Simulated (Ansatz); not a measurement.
WF5, SMILES [F][W+]([F])([F])([F])[F], charge +1, multiplicity 1.

Geometry: B3LYP-D3(BJ)/def2-SVP. The multiplicity is an assumed one; no other spin state was optimised. The isomer is the one that the SMILES or the coordinates give; other isomers of the formula were not compared. The def2 effective core potentials stand for the cores of W; spin–orbit coupling is left out.

Two levels are set side by side: PBE/def2-SVPD (Ansatz, a first-principles code) and CAM-B3LYP/def2-SVPD (Ansatz). Energy differences of separate SCF runs at the same geometry; the states with an electron removed or added have multiplicity 2 and 2. Differences are taken from unrounded values.

```json
[
 {"quantity": "vertical ionisation energy (eV)", "CAM-B3LYP": "22.28"},
 {"quantity": "vertical electron affinity (eV)", "CAM-B3LYP": "9.22"},
 {"quantity": "vertical singlet–triplet gap (eV)", "CAM-B3LYP": "5.75"}
]
```

### Question
What does PBE give, and how far is it from CAM-B3LYP? (Estimate from the structure and the level; the computed values follow.)

### Answer

```tsv
quantity	PBE	PBE minus CAM-B3LYP
vertical ionisation energy (eV)	20.89	-1.39
vertical electron affinity (eV)	8.21	-1.01
vertical singlet–triplet gap (eV)	5.36	-0.39
```
